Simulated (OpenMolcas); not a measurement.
A calculation on Ar+.

```json
{
 "Program": "OpenMolcas",
 "Method": "XMS-RASPT2, IPEA 0.25 Eh, imaginary shift 0.1 Eh (closed shells correlated: 2s 2p)",
 "Basis": "ANO-RCC-VTZP [5s4p2d1f]",
 "Scalar Hamiltonian": "DKH2, point nucleus",
 "Active space": "7 electrons in 9 orbitals (RAS2 3s 3p; RAS3 3d, at most 2 electrons)",
 "State averaging": "2S+1 = 2 odd, 3 roots; 2S+1 = 2 even, 1 root",
 "Spin-orbit coupling": "state interaction with AMFI integrals over the reference wave functions, term energies averaged over their components"
}
```

**Question.** Which level of the active space comes out lowest?

**Answer.** 3s² 3p⁵ ²P°_3/2, with 100 % of that term; it is also the measured ground level.

**Question.** How high does 3s² 3p⁵ ²P°_1/2 lie?

**Answer.** 1268 cm⁻¹ above the lowest level; measured 1432 cm⁻¹ above the ground level, so the calculation is off by -11 %.

**Question.** How high does 3s 3p⁶ ²S_1/2 lie?

**Answer.** 114980 cm⁻¹ above the lowest level; measured 108722 cm⁻¹ above the ground level, so the calculation is off by +6 %.

Measured values: NIST Handbook of Basic Atomic Spectroscopic Data.

CASPT2 does not keep the components of a term degenerate, so their means are used; among the terms shown or strongly mixed into the levels shown the widest spread is 48 cm-1 (3s² 3p⁵ ²P°). Active for correlation alone: 3d; no level in the range computed is led by a configuration that fills it, so any true level of that kind is missing. Some terms mix strongly with configurations of 3d, whose occupation reaches 0.30 (3s 3p⁶ ²S). Measured partners are found by configuration, term and J. A level has none where our copy of the source lacks it or the pairing is in doubt (some pairs that miss far off the trend of their configuration count as doubtful), and it then counts in no deviation. Levels of configurations outside the active space are missing.

° marks odd parity.
